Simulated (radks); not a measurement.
The numbers below are computed, except where a source is named.
Sc IV, 18 electrons, occupied as [Ar].

Code: a radial shooting solver on a logarithmic mesh with Libxc functionals. Model: Dirac Kohn-Sham, PBEsol, spin-unpolarised, spherical densities, finite nucleus; Fermi nuclear charge, rms radius 3.5459 fm.

Energy parts (eV):
part                      energy
total                 -20722.006
kinetic                20903.274
electron-nucleus      -48700.968
Hartree                 8086.905
exchange-correlation   -1011.217

Orbitals (lengths in bohr, moments of r in powers of bohr; r(max) is where P^2 peaks):
| orbital | occ. | eigenvalue (eV) | <r> | <1/r> | <r^2> | r(max) |
|---|---|---|---|---|---|---|
| 1s1/2 | 2 | -4423.420 | 0.07310 | 20.75 | 0.007188 | 0.04784 |
| 2s1/2 | 2 | -506.7454 | 0.3437 | 4.302 | 0.1399 | 0.2839 |
| 2p1/2 | 2 | -424.0650 | 0.3061 | 4.232 | 0.1159 | 0.2310 |
| 2p3/2 | 4 | -419.4345 | 0.3087 | 4.183 | 0.1177 | 0.2331 |
| 3s1/2 | 2 | -86.2471 | 1.056 | 1.330 | 1.282 | 0.9208 |
| 3p1/2 | 2 | -64.8682 | 1.125 | 1.217 | 1.478 | 0.9527 |
| 3p3/2 | 4 | -64.3236 | 1.132 | 1.207 | 1.496 | 0.9587 |

The highest occupied level is 3p3/2 at -64.324 eV. For comparison, the ionisation energy in NIST's Atomic Spectra Database is 73.489 eV (measured). In exact Kohn-Sham theory the highest level is minus the ionisation energy, but local and semilocal functionals leave it too shallow, through self-interaction and a potential that decays too fast; potentials with the right tail come closer. The electron density at the nucleus is 7239 e/bohr^3.
